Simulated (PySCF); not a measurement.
Compound: C₆H₇N₂ (charge -1).
SMILES with atom numbers: `[CH2:1]=[C:2]([CH3:3])[c:4]1[cH:5][n:6][n-:7][cH:8]1` (hydrogens: H9, H10 on C1; H11, H12, H13 on C3; H14 on C5; H15 on C8)

Computed geometry: GFN2-xTB, gas phase.

**Question.** List the bond lengths, angles and torsions at this level.

**Answer.** 
```tsv
bond	length (bohr)
C1=C2	2.532
C2–C3	2.850
C2–C4	2.712
C4–C5	2.664
C5–N6	2.502
N6–N7	2.551
N7–C8	2.501
C4–C8	2.665
C1–H9	2.035
C1–H10	2.044
C3–H11, C3–H12, C3–H13	2.061
C5–H14	2.044
C8–H15	2.042
```

Bonds in one row agree within 0.02 bohr and their mean is given. A selection of angles:
```tsv
angle	degrees
C2–C1–H9	121.9
C2–C1–H10	122.0
H9–C1–H10	116.2
C1–C2–C3	119.6
C1–C2–C4	124.0
C3–C2–C4	116.4
C2–C3–H11	110.3
C2–C3–H13	111.0
H11–C3–H12	107.7
H11–C3–H13	108.8
C2–C4–C5	128.8
C2–C4–C8	130.0
C5–C4–C8	101.2
C4–C5–N6	111.2
C4–C5–H14	128.7
N6–C5–H14	120.1
C5–N6–N7	108.2
N6–N7–C8	108.3
N7–C8–H15	120.4
C4–C8–N7	111.1
C4–C8–H15	128.5
```

Torsions: C1–C2–C4–C5 180° (antiperiplanar).

C1 (terminal =CH2 carbon) is planar (angles 122.0°, 121.9° and 116.2°, sum 360.0°, 0.00 Å off the plane of its three neighbours). C4 (substituted aromatic carbon) is planar (angles 130.0°, 128.8° and 101.2°, sum 360.0°, 0.00 Å off the plane of its three neighbours). The 8 heavy atoms lie in one plane (0.002 Å rms). The 5-membered ring C4–C5–N6–N7–C8 has internal angles of 101.2° to 111.2°; it is planar, 0.00 Å rms from its mean plane, widest ring torsion 0°. C5 (aromatic CH next to a ring nitrogen) is planar (angles 128.7°, 120.1° and 111.2°, sum 360.0°, 0.00 Å off the plane of its three neighbours). Of the pairs four or more bonds apart, H10···H13 is among the closest relative to their van der Waals radii: 2.32 Å, 97 % of the sum of Bondi's values. N7 (two-coordinate ring nitrogen) is bent (angle 108.3°).

Point group: Cs (tolerance 0.08 Å). Whether it is a minimum is left open (no frequencies).

One conformer stands for the species.
